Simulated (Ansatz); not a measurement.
```xyz
8

C    -0.526   -0.591    0.727
Ge    0.409    0.460   -0.566
F     1.723    1.338    0.098
F     1.080   -0.472   -1.838
F    -0.581    1.630   -1.331
H     0.160   -1.315    1.166
H    -0.918    0.063    1.505
H    -1.348   -1.113    0.238
```

Charge 0, multiplicity 1.

List the PBE/def2-TZVPP orbital energies in eV (Ansatz 0.2.0). (Estimate.)

Ansatz gave: Occupied: -10806.39, -1339.56, -1192.99, -1192.99, -1192.96, -659.85, -659.85, -659.85, -270.09, -164.38, -115.86, -115.86, -115.75, -32.21, -32.21, -31.73, -31.61, -31.61, -29.53, -28.46, -28.46, -18.57, -14.16, -11.78, -11.78, -11.01, -10.91, -10.91, -10.03, -10.03, -9.62, -9.62, -9.43, -8.92. Lowest empty: -1.23, 0.45, 0.45, 0.62, 1.76, 1.76, 2.58, 4.22.
